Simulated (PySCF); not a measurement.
Species: C8H9NSi.
Numbering: `[NH2:1][c:2]1[cH:3][cH:4][cH:5][c:6]2[c:7]1[CH:8]=[CH:9][SiH2:10]2` (hydrogens: H11, H12 on N1; H13 on C3; H14 on C4; H15 on C5; H16 on C8; H17 on C9; H18, H19 on Si10)

All values: PBE0/pcSseg-1 (PySCF, non-relativistic), on one gas-phase PBE0-D3(BJ)/def2-SVP geometry that isn't relaxed in the solvent. The solvent is an IEF-PCM continuum (Bondi radii, 1.10 Å for H, scaled by 1.2). Specific hydrogen bonds and non-electrostatic terms are outside this model.

Gas phase at PBE0/pcSseg-1: HOMO -5.88 eV, LUMO -1.35 eV, dipole 2.31 D.

What does the continuum do to the energy, the frontier levels and the dipole at PBE0/pcSseg-1 in acetonitrile and dimethylsulfoxide?

| solvent | ε | E(solvent) − E(gas) (kcal/mol) | polarisation term (kcal/mol) | distortion of the solute (kcal/mol) | HOMO (eV) | LUMO (eV) | dipole (D) |
| --- | --- | --- | --- | --- | --- | --- | --- |
| acetonitrile | 35.69 | -7.12 | -8.21 | 1.09 | -5.91 | -1.44 | 3.13 |
| dimethylsulfoxide | 46.83 | -7.22 | -8.33 | 1.11 | -5.91 | -1.44 | 3.14 |

The polarisation term is half the interaction of the solute with the surface charges that it induces; the rest is the cost of distorting the solute's density. The sum is the electrostatic part of solvation alone. From acetonitrile to dimethylsulfoxide the lowering changes by a factor 1.01, Onsager's factor (ε − 1)/(2ε + 1) by 1.01 and ε itself by 1.3.

Which radius a makes the point-dipole formula ΔE = −[(ε − 1)/(2ε + 1)]·μ²/a³ give the value in dimethylsulfoxide, with the gas-phase dipole?

μ = 0.907 au and |ΔE| = 0.01150 Eh give a = 1.73 Å; the farthest nucleus lies 3.70 Å from the centroid of the nuclei, so such a sphere wouldn't even hold the nuclei. The formula assumes a rigid point dipole at the centre of a sphere.

Which Hirshfeld charges (PBE0/pcSseg-1) respond most in acetonitrile (means over atoms taken as equivalent)?

```csv
atoms,environment,gas (e),solvent (e),change
H11/H12,N–H hydrogen,+0.128,+0.142,+0.014
H16,vinylic hydrogen,+0.045,+0.057,+0.012
C6,substituted aromatic carbon,-0.097,-0.108,-0.011
C5,aromatic CH carbon,-0.067,-0.078,-0.011
H13,aromatic hydrogen,+0.044,+0.055,+0.011
C7,substituted aromatic carbon,-0.031,-0.042,-0.011
C4,aromatic CH carbon,-0.050,-0.058,-0.008
C9,alkene CH carbon,-0.153,-0.160,-0.007
H14,aromatic hydrogen,+0.050,+0.056,+0.006
Si10,SiH2 silicon,+0.322,+0.317,-0.005
C2,aromatic carbon bearing nitrogen,+0.052,+0.047,-0.005
H17,vinylic hydrogen,+0.045,+0.050,+0.005
```

Which Mayer bond orders change most in acetonitrile?

```csv
bond,length (Å),gas,solvent,change
N1–C2,1.381,1.187,1.239,+0.052
C6–C7,1.415,1.401,1.387,-0.014
C8–C9,1.352,1.837,1.823,-0.014
C7–C2,1.411,1.252,1.240,-0.012
N1–H12,1.011,0.929,0.918,-0.011
N1–H11,1.011,0.939,0.928,-0.011
C3–C4,1.388,1.491,1.483,-0.008
C4–C5,1.399,1.395,1.387,-0.008
```

Time: 1.8 min; peak memory 1.1 GiB. Hardware: one thread, Intel Xeon at 2.50 GHz (x86_64), shared host. This is the whole shielding run at PBE0/pcSseg-1 in dimethylsulfoxide, SCF included.

Conformer computed: `[NH2:1][c:2]1[cH:3][cH:4][cH:5][c:6]2[c:7]1[CH:8]=[CH:9][SiH2:10]2`: H–N1–C2–C3 18°, H–N1–C2–C3 155°.
